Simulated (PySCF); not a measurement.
Li(OH) (HLiO), SMILES [Li][OH].

The structure is a stationary point at PBE-D3(BJ)/def2-TZVPD. The isomer is the one that the SMILES or the coordinates give; other isomers of the formula were not compared.

Computed with PBE-D3(BJ)/def2-TZVPD run with PySCF.

No scaling factor is applied to the harmonic values.

Modes within 1.5 cm⁻¹ of each other (mostly degenerate sets) share a row, with their intensities summed.

| mode | ν (cm⁻¹) | IR (km/mol) | moving atoms (share of kinetic energy) |
|---|---|---|---|
| 1–2 | 276 | 201.5 | H 82 %, O 13 % |
| 3 | 935 | 165.7 | Li 71 %, O 27 % |
| 4 | 3889 | 31.5 | H 94 % |
